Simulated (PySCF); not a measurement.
**Structure from 2D NMR**

Compound of formula C4H9FO3Si. Correlations simulated from computed shifts and the bond graph:

HSQC (one-bond C–H):
| δH | δC |
| --- | --- |
| 6.80 | 170.3 |
| 5.14 | 102.5 |
| 3.86 | 52.3 |

COSY cross peaks (H two or three bonds apart, from the bond graph; peaks can be absent where the dihedral angle is near 90°):
| δH | δH |
| --- | --- |
| 6.80 | 5.14 |

HMBC (two and three bonds, from the bond graph):
| δH | δC |
| --- | --- |
| 6.80 | 102.5 |
| 5.14 | 170.3 |

Method: coordinates at the GFN2-xTB level, PBE0/pcSseg-1 with gauge-including orbitals, in PySCF 2.14.0 with density-fitted response routines (a single conformation, gas phase, non-relativistic Hamiltonian, fast rotation and ring inversion assumed for equivalent nuclei).

Shifts are taken against calculated references (same method and geometry level): ¹H (σ = 31.72 ppm), ¹³C (σ = 186.93 ppm) vs TMS.

Exchangeable hydrogens are left out of these lists.

Work out the connectivity.

Results:

SMILES C(=C\[Si](OC)(O)OC)/F.

Atoms are numbered as in `[CH3:1][O:2][Si:3]([OH:4])(/[CH:5]=[CH:6]/[F:7])[O:8][CH3:9]`. Each H is labelled by its parent atom.

δC 170.3 is C6, an alkene CH (δH 6.80). δC 102.5 is C5, an alkene CH (δH 5.14). δC 52.3 is C1/C9, a methyl carbon bonded to O (δH 3.86). COSY links 6.80–5.14.

This is the structure that produced the data.

OH/NH shifts are gas-phase values; hydrogen bonding in solution moves them, usually downfield. Shifts are as computed. Against solution values, carbons near 30 ppm lie about +3 ppm off and those near 130 ppm about +5 ppm. Of 1309 compounds with measured shifts, 239 miss one by over three times the rms of a fit or turn the order of signals round; such compounds aren't used in these exercises.
